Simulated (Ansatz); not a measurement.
Two structures of HfH3OF3, singlet, reached by relaxing down either side of one saddle point (PBE0-D4/def2-TZVP). Energies are electronic, without zero-point energy. Computed with Ansatz 0.2.0 (basis: def2-TZVPP and def2-QZVPP); correlated methods freeze the cores. Core potentials replace the inner electrons of the atoms past krypton. Extrapolation: Hartree–Fock as exp(−7.88 √X), correlation as X^−2.97. First:

```csv
atom,x (Å),y (Å),z (Å)
Hf1,0.0505,0.8150,-0.2485
O2,1.4850,-0.4343,-0.2549
F3,-1.3506,0.2657,-1.4243
F4,-0.6062,1.1090,1.5207
F5,0.6969,2.4871,-0.8901
H6,-1.3264,-1.7079,0.4282
H7,-1.1668,-1.4937,1.1278
H8,2.2177,-1.0409,-0.2589
```

Second:

```
8
angstrom
Hf -0.5965 0.6578 0.1181
O 0.9133 -1.0359 -0.5181
F -1.4020 0.3617 -1.5822
F -1.7018 1.9718 0.9322
F 1.1495 1.4646 0.2456
H 0.7766 -1.9139 -0.1497
H -0.9660 -0.7276 1.3070
H 1.8270 -0.7785 -0.3528
```

Problem. Which bonds change from the first to the second?

Solution. HfHOF₃ ([OH][Hf]([F])([F])[F]) + H₂ → HfHF₃ ([F][HfH]([F])[F]) + H₂O (still joined by a long Hf–O bond); bonds formed: Hf1–H7, O2–H6; bonds broken: H6–H7; bonds weakened to dative contacts: Hf1–O2.

Problem. Give the saddle point's structure and its height above each. (Judge from chemistry; the value comes from the calculation.)

Solution. By the calculation: 1.462 eV above the first and 0.567 eV above the second (CCSD(T) at an estimated basis limit (MP2 extrapolated from triple and quadruple zeta, plus CCSD(T) − MP2 in triple zeta)).
```csv
atom,x (Å),y (Å),z (Å)
Hf1,-0.4132,0.6114,-0.1129
O2,0.9255,-1.0320,-0.4323
F3,-1.4217,0.6591,-1.7159
F4,-1.4890,1.4496,1.2159
F5,1.0489,1.8300,-0.1363
H6,0.1768,-1.3354,0.4544
H7,-0.6979,-1.0845,1.0016
H8,1.8707,-1.0982,-0.2746
```

The T1 diagnostic stays at or below 0.017.

Labels in which every atom is bracketed show which atoms are joined, not bond orders.

For scale, one of the runs: CCSD(T)/def2-TZVPP, 222 basis functions, launched by `ansatz run in.yaml --threads 8 --pin off --events-out ev --progress --plain --max-ram 19148MiB`. Hardware: 8 CPU threads of an Intel Xeon 6975P-C, shared host. Wall time 25 s; peak host memory 5 GiB.
